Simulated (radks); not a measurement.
Problem. As3-, configuration [Kr]. Method: scalar-relativistic Kohn-Sham, LDA (Slater exchange, VWN5 correlation), spin-polarised, spherical densities, finite nucleus; Fermi nuclear charge, rms radius 4.0968 fm; Watson sphere of charge +3 and radius 3.4 bohr; computed with a radial shooting solver on a logarithmic mesh with Libxc functionals. Some entries of the table are withheld. Estimate them.

| orbital | occ. | eigenvalue (Ry) | <1/r> (bohr^-1) | r(max) (bohr) |
|---|---|---|---|---|
| 1s | 2 | -859.5891 | 33.42 | 0.02978 |
| 2s | 2 | -108.8635 | (1) | 0.1703 |
| 2p | 6 | -95.53333 | 7.216 | 0.1363 |
| 3s | 2 | -13.69848 | (2) | (3) |
| 3p | 6 | -9.57670 | (4) | (5) |
| 3d | 10 | -2.77949 | 1.905 | 0.4752 |
| 4s | 2 | -0.99033 | (6) | 1.656 |
| 4p | 6 | -0.40338 | 0.4470 | 2.259 |

Solution. 
(1) 2s <1/r> (bohr^-1): 7.356
(2) 3s <1/r> (bohr^-1): 2.382
(3) 3s r(max) (bohr): 0.5222
(4) 3p <1/r> (bohr^-1): 2.231
(5) 3p r(max) (bohr): 0.5210
(6) 4s <1/r> (bohr^-1): 0.6368
